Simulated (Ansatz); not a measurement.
C2H9BOSi can be A, `BOC[SiH2]C`, or B, `CB(C)O[SiH3]`.

Calculated with Ansatz (gas phase, PBE0-D4/def2-TZVP geometries, no zero-point term in ΔE). CCSD(T)/CBS adds triple-zeta CCSD(T) − MP2 to the extrapolated MP2 energy (def2 sets, frozen cores). DFT in def2-TZVPP. B3LYP here is the variant with VWN-RPA as its local correlation; programs differ in this. One conformer a species, not always the lowest.

A:

Z-matrix (Å, degrees):
```
C
O 1 1.427
Si 1 1.894 2 109.9
H 1 1.096 2 110.4 3 122.7
H 1 1.095 2 107.7 3 -120.1
B 2 1.340 1 122.3 3 -113.9
C 3 1.866 1 110.7 2 -56.2
H 3 1.491 1 107.3 2 -178.0
H 3 1.489 1 108.0 2 65.1
H 6 1.203 2 120.3 1 -1.6
H 6 1.197 2 116.7 1 178.5
H 7 1.092 3 111.1 1 176.8
H 7 1.092 3 110.1 1 56.8
H 7 1.093 3 110.9 1 -62.8
```

B:

```xyz
14

C    -0.8160    0.2482   -1.2210
B    -0.1717   -0.5245   -0.0084
C    -0.4491   -2.0454    0.2521
O     0.6707    0.1270    0.8507
Si    1.1964    1.6876    0.9323
H    -1.7104   -0.2400   -1.6129
H    -0.0876    0.2740   -2.0425
H    -1.0604    1.2909   -0.9949
H    -0.4097   -2.6279   -0.6736
H     0.2250   -2.4896    0.9859
H    -1.4749   -2.1593    0.6255
H     2.1525    1.7685    2.0609
H     1.8774    2.0789   -0.3297
H     0.0578    2.6116    1.1755
```

Question: Which is lower in electronic energy at CCSD(T)/CBS, and by how much? (An estimate is asked.)

Answer: The calculation gave: B, by 48.8 kcal/mol.

Question: Give E(B) − E(A) in kcal/mol with CCSD/def2-TZVPP, B3LYP-D4, B2PLYP, B3LYP, r2SCAN-D4, MP2/def2-TZVPP, PBE-D4. (An estimate is asked.)

Answer: Ansatz gave: CCSD/def2-TZVPP -49.1, B3LYP-D4 -47.6, B2PLYP -48.4, B3LYP -47.5, r2SCAN-D4 -49.1, MP2/def2-TZVPP -49.9, PBE-D4 -45.2. None reverses the order clearly.

Question: Does the order hold for the free energy at 298.15 K (harmonic terms from PBE0-D4)? (Best estimate.)

Answer: Computed: Yes: G(B) − G(A) = -50.1 kcal/mol, for one conformer each. Modes under 60 cm⁻¹, often nearly free rotors, make the harmonic entropy too high.

Largest T1 diagnostic: 0.013.

In def2-TZVPP, CCSD(T) changes the Hartree–Fock value by +2.8 kcal/mol (the triples alone add +0.7 kcal/mol) and MP2 by +1.3 kcal/mol. From PBE to PBE0 (25 % exact exchange), in def2-TZVPP and without D4, E(B) − E(A) moves by −2.2 kcal/mol.
